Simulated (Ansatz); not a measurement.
# Reading a saddle point

A first-order saddle point of GaSiNH₈, closed shell, PBE0-D4/def2-TZVP, with one imaginary mode of 1379i cm⁻¹:

```
atom    x (Å)    y (Å)    z (Å)
 Ga1  -0.4461   0.1301  -1.2463
 Si2   0.5126  -1.2461   0.9372
  H3   0.7393  -0.0285  -2.2482
  H4  -1.8962  -0.4372  -1.3435
  H5   0.1089   0.4693   0.5287
  N6  -0.2978   1.7111  -0.0992
  H7   1.9388  -1.1902   1.3646
  H8  -0.3316  -1.5477   2.1272
  H9   0.3869  -2.4169   0.0124
 H10  -1.1345   2.1578   0.2493
 H11   0.4200   2.3983  -0.2822
```

Computed with Ansatz 0.2.0 (basis: def2-TZVPP and def2-QZVPP); correlated methods freeze the cores. Filled d shells of the heavier atoms are correlated. The def2 sets are not built for correlating such inner shells, so the correlated values are less sure here. Extrapolation: Hartree–Fock as exp(−7.88 √X), correlation as X^−2.97.

Which contacts change along the imaginary mode, and what lies on either side? (A judgement: the text doesn't fix the answer.)

By the calculation: The step is GaSiH₅ ([SiH3][GaH2]) + NH₃ → GaNH₄ ([NH2][GaH2]) + SiH₄, with the molecules in contact on both sides. Shortening one way: Ga1–N6, Si2–H5; lengthening the same way: Ga1–Si2, H5–N6.
```
   pair  one side (Å)  saddle (Å)  other side (Å)
 Ga1–N6          2.15        1.96            1.82
 Si2–H5          3.58        1.81            1.49
Ga1–Si2          2.42        2.75            3.57
  H5–N6          1.01        1.45            3.25
```

Which side is lower, and how far does the saddle lie above each? (An estimate is asked for; the value comes from the calculation.)

By the calculation: The side with Ga1–Si2, H5–N6 short is lower by 53.0 kJ/mol; the saddle lies 188.8 kJ/mol above it and 135.9 kJ/mol above the other (CCSD(T) at an estimated basis limit (MP2 extrapolated from triple and quadruple zeta, plus CCSD(T) − MP2 in triple zeta); electronic energies).

No T1 diagnostic of these runs exceeds 0.014. The end structure is not quite a true minimum (one mode of 53i cm⁻¹).

Labels in which every atom is bracketed show which atoms are joined, not bond orders.

For scale, one of the runs: CCSD(T)/def2-TZVPP, 233 basis functions, launched by `ansatz run in.yaml --threads 4 --pin off --events-out ev --progress --plain --max-ram 9574MiB`. The run took 98 s on 4 CPU threads of an Arm Neoverse V2 (shared host), with 3.9 GiB of host memory at its peak.
